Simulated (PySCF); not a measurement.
# Polarisability and C₆ of Cu⁺ (copper, charge +1)

[Ar] 3d9 4s1, high-spin 3D determinant (an excited configuration). Calculation: PySCF 2.14, in aug-cc-pwCVDZ-PP with ECP10MDF (6s6p5d3f, 70 functions); a scalar-relativistic core potential. Coupled (time-dependent) response in atomic units; α is the mean over directions. A double-zeta set is small for polarisabilities.

| method | mean α (bohr³) | α xx, yy, zz | C₆ (like pair) | S(−4) |
| --- | --- | --- | --- | --- |
| UHF | 25.64 | 26.41, 26.41, 24.09 | 111.6 | 632.0 |
| PBE | 18.03 | 18.33, 18.33, 17.41 | 72.44 | 275.6 |
| PBE0 | 19.45 | 19.85, 19.85, 18.65 | 79.22 | 332.8 |
| M06-L | 18.41 | 18.87, 18.87, 17.51 | 74.67 | 285.9 |

S(−4) is the Cauchy moment in α(ω) = α(0) + S(−4) ω² + …

α(iu) at M06-L:

```
u (hartree)  α(iu) (bohr³)
          0          18.41
     0.0500          17.73
      0.100          15.99
      0.200          11.72
      0.300          8.417
      0.500          4.875
      0.750          3.043
       1.00          2.209
       1.50          1.466
       2.00          1.115
       3.00         0.7417
       5.00         0.3966
```

A single London oscillator, α(iu) = α/(1 + u²/ω²), gives C₆ = (3/4) ω α². Matching the computed C₆ needs ω = 4 × 74.67 / (3 × 18.41²) = 0.294 hartree.

For an ion, C₆ is the dispersion term alone; charge-induced terms of lower order in 1/R come first.

The components differ because the open shell of this determinant is not spherical; for a pure term their mean is the scalar polarisability.

Energies and moments cover only the electrons outside the core potential.
